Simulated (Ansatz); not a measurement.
Geometry optimisation, RKS PBE0-D4/def2-mTZVP (Ansatz).

Input:

```yaml
crystal:
  periodic: [false, false, false]
  atoms:
    - { symbol: "N", position_ang: [-0.3093, 1.023, 2.4309] }
    - { symbol: C, position_ang: [0.0111, 0.83, 1.348] }
    - { symbol: C, position_ang: [0.4547, 0.5382, -0.0181] }
    - { symbol: Al, position_ang: [-0.612, -0.8303, -0.8412] }
    - { symbol: H, position_ang: [1.5297, 0.1471, 0.0253] }
    - { symbol: H, position_ang: [0.4612, 1.4776, -0.6173] }
    - { symbol: H, position_ang: [-0.4776, -1.1099, -2.3967] }
    - { symbol: H, position_ang: [-0.9657, -2.1328, 0.0133] }
basis:
  gaussian: { orbitals: def2-mTZVP }
hamiltonian:
  xc: pbe0
  dispersion: d4
relax:
  f_tol: 0.02
  max_steps: 50
```

Command:

```bash
$ ansatz run input.yaml --threads 2 --pin off --max-ram 3072MiB --backend cpu --events-out ev --progress --plain --runs-dir out
```

Q: Where does it end, and by what steps?

A: The run converged. After 5 steps the energy has fallen by 0.267 eV; Al4 moved furthest, 0.21 Å.

```tsv
step	energy less start (eV)	largest force component (eV/Å)	accepted
0	0.0000	1.691	yes
1	-0.2317	0.444	yes
2	-0.2597	0.167	yes
3	-0.2650	0.170	yes
4	-0.2669	0.042	yes
5	-0.2673	0.009	yes
```

```xyz
8
Properties=species:S:1:pos:R:3
N -0.351 1.012 2.400
C 0.052 0.813 1.336
C 0.507 0.527 0.002
Al -0.471 -0.988 -0.837
H 1.576 0.283 0.025
H 0.411 1.418 -0.625
H -0.524 -1.005 -2.422
H -1.109 -2.117 0.067
```

Whether the end is a true minimum wasn't checked by a vibrational analysis.

Run time: 14 s on 2 threads of Arm Neoverse V1, with other jobs on the host, peak memory 0.16 GiB.
